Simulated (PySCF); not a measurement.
## C$_{2}$H$_{6}$BF$_{3}$S: calculation and literature

Cartesian coordinates in Å; atom numbers follow the order of the lines, from 1:
```xyz
13

C    -1.324   -0.849   -0.398
S     0.217   -0.035   -0.814
C     1.367   -0.893    0.259
B    -0.017    1.791    0.297
F    -1.032    2.398   -0.360
F    -0.322    1.351    1.548
F     1.207    2.354    0.168
H    -2.111   -0.318   -0.932
H    -1.295   -1.887   -0.726
H    -1.500   -0.780    0.675
H     1.033   -0.816    1.293
H     1.455   -1.934   -0.050
H     2.329   -0.394    0.148
```

[PySCF: shieldings: GIAO KT3/pcSseg-2; coordinates at the PBE0-D3(BJ)/def2-TZVP level; a single conformation; fast rotation and ring inversion assumed for equivalent nuclei; non-relativistic Hamiltonian; in vacuum]

Reference values: measured (solution, CH2Cl2, 295 K; C. K. Y. A. Okio, W. Levason, F. M. Monzittu, G. Reid, J. Organomet. Chem. 848 (2017) 232).
```tsv
atoms	quantity	reference	computed
B4	δ 11B vs BF3.OEt2 (external)	3.5	1.8
F5/F6/F7	δ 19F vs CFCl3 (external)	-138.8	-168.3
```

Computed shifts are σ(ref) − σ with the named reference compound (TMS for H and C) calculated as an isolated molecule at the same level. The measured values may be among those fitted. Shieldings were converted by a linear fit to measured shifts: 19F (scatter 7.3 ppm rms, 7.8 ppm with the 1 outlier that the fit left out vs CFCl3, solution or neat liquid, with a term for F on sp3 carbon); F not on carbon is unscaled, vs computed CFCl3. Occasional misses reach two or three times the rms, and more in compound classes unlike the fitted ones.
